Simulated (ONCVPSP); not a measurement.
Transferability test, ONCV potential for Pd

* Element: Pd (Z = 46)
* Generator: ONCVPSP 4.0.1
* Type: optimised norm-conserving Vanderbilt (ONCV)
* Functional: LDA (Perdew-Wang 92)
* Relativity: fully relativistic
* Frozen core: [Ar] 3d10
* Valence charge: 18
* Reference configuration: 4s2 4p6 4d9 (charge +1)
* Partial waves: 4s: rc 1.35 bohr, ncon 4, nbas 8, qcut 9.2 1/bohr, 2 projectors, debl 3.3 Ha; 4p: rc 1.25 bohr, ncon 4, nbas 7, qcut 12.1 1/bohr, 2 projectors, debl 2 Ha; 4d: rc 1.35 bohr, ncon 4, nbas 8, qcut 8.4 1/bohr, 1 projector
* Local potential: polynomial inside 0.90 bohr (lpopt 5, dvloc0 4 Ha)
* Core correction: none

Open shells are filled in proportion to 2j + 1.

In the s channel the program set the typed energies aside and used -3.555, 0.250 Ha. In the p channel the program set the typed energies aside and used -2.249, 0.250 Ha (j = l + 1/2; the other j can differ).

Energies are relative to the spin-unpolarised reference configuration 4s2 4p6 4d9; without spin polarisation the order of configurations can differ from experiment.

(1) Give the all-electron excitation energy and the error of the potential for: 4s2 4p6 4d10; 4s2 4p6 4d8; 4s2 4p6 4d7; 4s2 4p6 4d9 5p1.

Levels in the configuration 4s2 4p6 4d9 5p1:

```
   level  all-electron (eV)  pseudo (eV)
4s j=1/2            -90.545      -90.544
4p j=3/2            -54.986      -54.987
4p j=1/2            -59.515      -59.515
4d j=5/2             -8.505       -8.506
4d j=3/2             -8.985       -8.984
5p j=3/2             -1.816       -1.816
5p j=1/2             -1.971       -1.971
```

Answers

(1)

```
valence configuration  charge  ΔE all-electron (eV)  error AE − PS (meV)
         4s2 4p6 4d10       0                -9.392                 +0.5
          4s2 4p6 4d8      +2                21.083                 +1.7
          4s2 4p6 4d7      +3                55.680                  +11
      4s2 4p6 4d9 5p1       0                -4.072                 -0.1
```
